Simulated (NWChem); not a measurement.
System: CHBr2F; SMILES BrC(F)Br

NWChem input:

```
start job
memory heap 200 mb stack 900 mb global 1100 mb
geometry units angstroms noautoz
  F      1.873383    -0.199839     0.000000
  C      0.688478     0.429953     0.000000
  Br    -0.309517    -0.022682    -1.620868
  Br    -0.309517    -0.022682     1.620868
  H      0.825265     1.527360     0.000000
end
basis spherical
  * library def2-svp
end
dft
  xc xtpss03 ctpss03
  iterations 150
  mulliken
end
task dft energy
```

The geometry was optimised at PBE-D3(BJ)/def2-SVP.

**Question.** What results follow from this input? (TPSS/def2-SVP.) Quantities: basis functions; energy (Ha); highest occupied level (eV); orbital gap (eV); dipole (D).

**Answer.** The number of basis functions comes out as 97 and the energy (Ha) is -5285.95. The highest occupied level (eV) is -7.05. The orbital gap (eV) is 4.89. The dipole (D) comes out as 1.17.
